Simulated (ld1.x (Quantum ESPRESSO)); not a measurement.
# F: one change to an RRKJ potential, before and after

| Property | Result |
| --- | --- |
| Element | fluorine |
| Generator | ld1.x (Quantum ESPRESSO) 7.5 |
| Type | norm-conserving RRKJ (Kleinman–Bylander form) |
| Functional | LDA (PZ) |
| Relativity | scalar-relativistic |
| Frozen core | [He] |
| Valence charge | 7 |
| Reference configuration | 2s2 2p5 |
| Partial waves | 2s (bound): rc 0.65 bohr; 3d channel at 0.15 Ry: rc 1.30 bohr; 2p (bound): rc 1.30 bohr |
| Local potential | the p channel |
| Core correction | none |

Change: local potential the s channel.

Cutoffs: the cutoffs (Ry, on a coarse ladder) from which the occupation-weighted sum of valence levels, in a spherical-Bessel basis at the reference potential, stays within 10 and 1 mRy of its value at 400 Ry; they do not see the model core or the augmentation charge, which bear on the density cutoff. Errors are all-electron minus pseudo energies relative to the spin-unpolarised reference configuration.

Problem. How do hardness, ghosts and transferability respond?

Solution. The potential gets neither clearly harder nor softer (140 Ry and 200 Ry → 110 Ry and 260 Ry); of the 9 tests that both files solve, the error grows in 3 and shrinks in 2 by more than 15 % and 0.3 meV (median size 24.4 → 26.0 meV); neither file shows a bound ghost.

| quantity | base | changed |
| --- | --- | --- |
| cutoff, loose | 140 Ry | 110 Ry |
| cutoff, tight | 200 Ry | 260 Ry |
| loose cutoff by channel (10 mRy a level) | s 140 Ry, p 70 Ry | p 70 Ry, s 90 Ry |
| bound ghosts | none | none |
| error for 2s2 2p4, meV [ΔE 19.56 eV] | -9.1 | +15 |
| error for 2s2 2p3, meV [ΔE 58.07 eV] | +32 | +161 |
| error for 2s2 2p2, meV [ΔE 118.80 eV] | +363 | +722 |
| error for 2s2 2p5.3, meV [ΔE -2.73 eV] | -0.8 | +0.3 |
| error for 2s1 2p5, meV [ΔE 38.21 eV] | -42 | -36 |
| error for 2s1 2p6, meV [ΔE 18.39 eV] | +24 | +26 |
| error for 2s2 2p4.5, meV [ΔE 7.63 eV] | -3.4 | +1.5 |
| error for 2s2 2p5 (spin-polarised), meV [ΔE -0.38 eV] | +24 | +21 |
| error for 2s2 2p4 (spin-polarised), meV [ΔE 17.72 eV] | +106 | +117 |
| s: phases at 1.40 bohr within 0.05 rad from the reference energy up to (Ry; the scan ends near 5) | to the end of the scan | to the end of the scan |
| p: phases at 1.40 bohr within 0.05 rad from the reference energy up to (Ry; the scan ends near 5) | 4.0 | 4.9 |
| d: phases at 1.40 bohr within 0.05 rad from the reference energy up to (Ry; the scan ends near 5) | to the end of the scan | to the end of the scan |
